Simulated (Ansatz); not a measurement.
C9H11+, SMILES `C[C+](C)c1ccccc1` from Hartree–Fock to CCSD(T)

```csv
atom,x (Å),y (Å),z (Å)
C1,0.1430,-0.8382,2.2683
C2,0.6604,-0.1110,1.0961
C3,1.9976,0.4780,1.2846
C4,-0.0633,0.0108,-0.1050
C5,-1.3129,-0.6417,-0.2721
C6,-2.0093,-0.5299,-1.4492
C7,-1.4961,0.2517,-2.4833
C8,-0.2774,0.9148,-2.3462
C9,0.4371,0.7894,-1.1815
H10,0.5920,-1.8431,2.2510
H11,0.5034,-0.3759,3.1899
H12,-0.9362,-0.9486,2.3069
H13,2.5959,-0.1474,1.9510
H14,2.5492,0.6795,0.3717
H15,1.8607,1.4287,1.8220
H16,-1.7205,-1.2510,0.5225
H17,-2.9553,-1.0413,-1.5735
H18,-2.0537,0.3456,-3.4087
H19,0.1048,1.5210,-3.1577
H20,1.3807,1.3085,-1.0866
```

Charge 1, multiplicity 1. The structure was optimised at the PBE0-D4/def2-TZVP level. It is one conformer, not always the lowest. Frozen core, restricted reference, Ansatz 0.2.0. CBS rows extrapolate triple and quadruple zeta; past MP2 they add the triple-zeta difference.

```csv
basis,HF (Eh),MP2 corr.,CCSD corr.,(T),CCSD(T) total
def2-SVP,-346.72460,-1.17253,-1.24385,-0.05307,-348.02152
def2-TZVPP,-347.10247,-1.42082,-1.47173,-0.07545,-348.64965
def2-QZVPP,-347.11726,-1.51010,–,–,–
CBS(def2),-347.11929,-1.57623,-1.62714,as TZ,-348.82188
```
